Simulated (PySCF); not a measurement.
Assignment exercise: C$_{4}$H$_{5}$Cl$_{2}$NSi

Structure with atom numbers: `[CH2:1]=[N:2][Si:3]([Cl:4])([Cl:5])[C:6]#[C:7][CH3:8]`; H(Xn) means a hydrogen on atom n. Ha(C1) is cis to Si3; Hb(C1) is trans to Si3.

PySCF 2.14.0 with density-fitted response routines calculation with σ from GIAO-PBE0/pcSseg-1 and structure optimised with GFN2-xTB; one averaged value for each set of equivalent atoms, a single conformation, non-relativistic Hamiltonian, no solvent.

Referencing at the same level of theory: $^{13}$C, $^{1}$H vs TMS.

**Question.** Assign these signals to the numbered atoms. $^{13}$C{$^{1}$H} NMR (computed): δ 173.8, 113.0, 84.6, 5.6.

**Answer.** 
| δ (ppm) | atoms | environment | reason |
| --- | --- | --- | --- |
| 173.8 | C1 | C=N carbon | – |
| 113.0 | C7 | alkyne carbon | – |
| 84.6 | C6 | alkyne carbon | sp carbons lie upfield of alkene carbons because the cylindrical π system leaves one tensor component strongly shielded |
| 5.6 | C8 | propargylic methyl carbon | a saturated carbon with 1 carbon neighbour and no heteroatom attached |

**Question.** Assign these signals to the numbered atoms. $^{1}$H NMR (500 MHz, computed): δ 8.58 (m, 1H), 8.57 (m, 1H), 2.10 (s, 3H).

**Answer.** 
```tsv
δ (ppm)	atoms	environment	reason
8.58	Hb(C1)	hydrogen on a C=N carbon	–
8.57	Ha(C1)	hydrogen on a C=N carbon	–
2.10	H(C8)	hydrogen on a propargylic methyl carbon	–
```

Hb(C1) and Ha(C1) lie closer than the usual error of such a calculation, so a measured spectrum could show them in the other order.

Shifts are as computed. Against solution values, carbons near 30 ppm lie about +3 ppm off and those near 130 ppm about +5 ppm. Of 1309 compounds with measured shifts, 239 miss one by over three times the rms of a fit or turn the order of signals round; such compounds aren't used in these exercises. Multiplicities follow the n + 1 count of equivalent neighbours, as no J values were calculated; m marks all less simple cases, F and P coupling included.
